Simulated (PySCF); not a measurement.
CH3NO2Si, SMILES N#CO[SiH2]O. Atoms are numbered in the order given.

```xyz
8

N      1.6750     1.8723     0.6233
C      1.3187     0.8045     0.2759
O      0.9443    -0.3748    -0.0922
Si    -0.6865    -0.7050    -0.6083
O     -1.7543    -0.4465     0.6322
H     -0.6536    -2.1602    -0.8960
H     -0.9212     0.1917    -1.7841
H     -1.9713     0.4756     0.8578
```
Charge 0, spin multiplicity 1.

Geometry optimised at PBE-D3(BJ)/def2-SVP. The structure was generated by enumeration, and PubChem lists no compound with its InChIKey, so it may never have been made. Other conformers were not sampled.

The numbers are results of PySCF with PBE-D3(BJ)/def2-SVP, not measurements.

Frequencies are harmonic and unscaled.

```json
[
 {"mode": "1", "ν (cm⁻¹)": "39", "IR (km/mol)": "4.5", "moving atoms (share of kinetic energy)": "O 54 %, N 29 %, H 11 %"},
 {"mode": "2", "ν (cm⁻¹)": "117", "IR (km/mol)": "9.7", "moving atoms (share of kinetic energy)": "N 31 %, O 29 %, H 19 %, Si 16 %"},
 {"mode": "3", "ν (cm⁻¹)": "274", "IR (km/mol)": "19.0", "moving atoms (share of kinetic energy)": "H 45 %, O 30 %, Si 16 %"},
 {"mode": "4", "ν (cm⁻¹)": "312", "IR (km/mol)": "108.8", "moving atoms (share of kinetic energy)": "H 48 %, O 39 %"},
 {"mode": "5", "ν (cm⁻¹)": "491", "IR (km/mol)": "3.1", "moving atoms (share of kinetic energy)": "C 71 %, N 15 %, O 8 %"},
 {"mode": "6", "ν (cm⁻¹)": "505", "IR (km/mol)": "14.4", "moving atoms (share of kinetic energy)": "C 66 %, N 13 %, O 10 %, Si 8 %"},
 {"mode": "7", "ν (cm⁻¹)": "611", "IR (km/mol)": "68.6", "moving atoms (share of kinetic energy)": "H 74 %, Si 17 %"},
 {"mode": "8", "ν (cm⁻¹)": "667", "IR (km/mol)": "95.4", "moving atoms (share of kinetic energy)": "O 46 %, Si 24 %, H 19 %"},
 {"mode": "9", "ν (cm⁻¹)": "730", "IR (km/mol)": "22.6", "moving atoms (share of kinetic energy)": "H 85 %, O 11 %"},
 {"mode": "10", "ν (cm⁻¹)": "813", "IR (km/mol)": "160.2", "moving atoms (share of kinetic energy)": "H 59 %, O 31 %, Si 9 %"},
 {"mode": "11", "ν (cm⁻¹)": "876", "IR (km/mol)": "187.1", "moving atoms (share of kinetic energy)": "H 86 %"},
 {"mode": "12", "ν (cm⁻¹)": "890", "IR (km/mol)": "65.7", "moving atoms (share of kinetic energy)": "H 77 %, O 15 %"},
 {"mode": "13", "ν (cm⁻¹)": "949", "IR (km/mol)": "138.1", "moving atoms (share of kinetic energy)": "H 47 %, Si 33 %, O 20 %"},
 {"mode": "14", "ν (cm⁻¹)": "1165", "IR (km/mol)": "181.4", "moving atoms (share of kinetic energy)": "O 63 %, N 31 %"},
 {"mode": "15", "ν (cm⁻¹)": "2201", "IR (km/mol)": "84.9", "moving atoms (share of kinetic energy)": "H 97 %"},
 {"mode": "16", "ν (cm⁻¹)": "2283", "IR (km/mol)": "97.7", "moving atoms (share of kinetic energy)": "H 95 %"},
 {"mode": "17", "ν (cm⁻¹)": "2312", "IR (km/mol)": "201.6", "moving atoms (share of kinetic energy)": "C 65 %, N 30 %"},
 {"mode": "18", "ν (cm⁻¹)": "3761", "IR (km/mol)": "105.4", "moving atoms (share of kinetic energy)": "H 94 %"}
]
```
